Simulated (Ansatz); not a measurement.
Consider the formal exchange of groups at a C–C bond: `BN(B)CC=C` + `F[SiH2]S[SiH2]Cl` → `C=C[SiH](F)S[SiH2]Cl` + `BN(B)C`.

Computed with Ansatz on PBE0-D4/def2-TZVP structures; ΔE is electronic, products minus reactants. CCSD(T)/CBS adds triple-zeta CCSD(T) − MP2 to the extrapolated MP2 energy (def2 sets, frozen cores). This one scheme is used for every species. Functionals use def2-TZVPP. B3LYP here is the variant with VWN-RPA as its local correlation; programs differ in this. Each species was taken in one conformer, which may not be the lowest.

(1) Is it downhill or uphill in electronic energy at CCSD(T)/CBS, and by how much? (An estimate is asked.)

(2) What do these levels give: PBE-D4, r2SCAN-D4, B3LYP-D4, ωB97M-V, PBE, r2SCAN, PBE0, B3LYP, MP2/def2-TZVPP, CCSD(T)/def2-TZVPP, HF/def2-QZVPP, MP2/CBS(def2)? (Estimate.)

Largest T1 diagnostic among the species: 0.012.

Answers

(1) Ansatz gave: Downhill: ΔE = -36.7 kJ/mol.

(2) Computed: PBE-D4 -37.1, r2SCAN-D4 -38.4, B3LYP-D4 -39.2, ωB97M-V -37.7, PBE -34.8, r2SCAN -37.6, PBE0 -34.6, B3LYP -35.5, MP2/def2-TZVPP -35.8, CCSD(T)/def2-TZVPP -35.0, HF/def2-QZVPP -33.4, MP2/CBS(def2) -37.5 kJ/mol.

The D4 term adds −3.7 kJ/mol with B3LYP and −2.3 kJ/mol with PBE0; it sums over pairs of atoms, weighted by their polarisabilities, and B3LYP, whose exchange is more repulsive, gets the larger term.
